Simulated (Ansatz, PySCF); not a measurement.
Species: PO (charge 0, doublet). SMILES: [O][P]
Geometry from a B3LYP-D3(BJ)/def2-TZVP (Ansatz, a program for electronic structure) optimisation:
```
P
O 1 1.4798
```
Charge 0, spin multiplicity 2.

Wanted: atomisation energy, in kcal/mol. Set-up: spin-orbit terms left out; non-relativistic; 6-31G* and kin with 6d, 5d where marked; atomisation electronic, to ground-state atoms; UHF or UKS for open shells. First-principles rows: single points at B3LYP-D3(BJ) geometries (Ansatz).

| species | coefficient | E at B3LYP/6-31G* (Ansatz), Eh | E at M06-2X/def2-TZVPD (PySCF), Eh |
|---|---|---|---|
| [O][P] | -1 | -416.53016 | -416.53625 |
| O atom | +1 | -75.06062 | -75.06660 |
| P atom | +1 | -341.25809 | -341.24157 |

 1 Eh = 627.5095 kcal/mol.

Question: Work the quantity out at each level.

Answer: 
- B3LYP/6-31G*: the sum of coefficient times E is 0.21145 Eh, or 132.69 kcal/mol. Result: 132.7 kcal/mol.
- M06-2X/def2-TZVPD: the sum of coefficient times E is 0.22808 Eh, or 143.12 kcal/mol. Result: 143.1 kcal/mol.
